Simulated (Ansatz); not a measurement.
The cluster NiPt₂. Charge 0, multiplicity 1. Geometry PBE0-D4/def2-TZVP.

```
atom   x (Å)   y (Å)   z (Å)
 Pt1   0.450  -1.316   0.112
 Pt2   0.346   1.030   0.875
 Ni3  -0.797   0.286  -0.987
```

In the def2 sets Pt takes a core potential; there is no spin–orbit coupling. At HF/def2-TZVP the restricted singlet is unstable: a solution with broken spin symmetry lies lower. The restricted singlet is unstable towards broken spin symmetry in Hartree–Fock (as tested in another run); at PBE-D4/def2-TZVPD, r2SCAN-D4/def2-TZVP, PBE0-D4/def2-TZVP, PBE0-D4/def2-TZVPD this wasn't settled. At PBE-D4/def2-TZVPD an occupied level lies above an empty one. At PBE0-D4/def2-TZVP a triplet of charge 0 lies 0.60 eV below the restricted singlet, each at its own geometry. The structure comes from a short search, and lower isomers may exist.

Problem. Estimate the orbital energies around the gap (eV) in Ansatz with HF/def2-TZVP, PBE-D4/def2-TZVPD, r2SCAN-D4/def2-TZVP, PBE0-D4/def2-TZVP, PBE0-D4/def2-TZVPD.

Solution. 
```tsv
orbital	HF/def2-TZVP	PBE-D4/def2-TZVPD	r2SCAN-D4/def2-TZVP	PBE0-D4/def2-TZVP	PBE0-D4/def2-TZVPD
HOMO−5	-9.25	-5.16	-5.42	-6.26	-6.27
HOMO−4	-8.74	-4.57	-4.67	-6.18	-6.19
HOMO−3	-8.50	-4.56	-4.65	-5.96	-5.98
HOMO−2	-7.92	-4.40	-4.61	-5.87	-5.88
HOMO−1	-7.76	-4.27	-4.46	-5.57	-5.59
HOMO	-7.48	-4.25	-4.41	-5.57	-5.58
LUMO	-0.08	-4.48	-4.29	-3.15	-3.16
LUMO+1	0.88	-3.73	-3.46	-2.63	-2.65
LUMO+2	2.01	-3.17	-2.90	-2.28	-2.31
LUMO+3	2.52	-1.24	-0.86	-0.35	-0.59
LUMO+4	2.81	-0.76	-0.23	0.20	-0.02
LUMO+5	3.20	-0.29	0.29	0.76	0.36
```
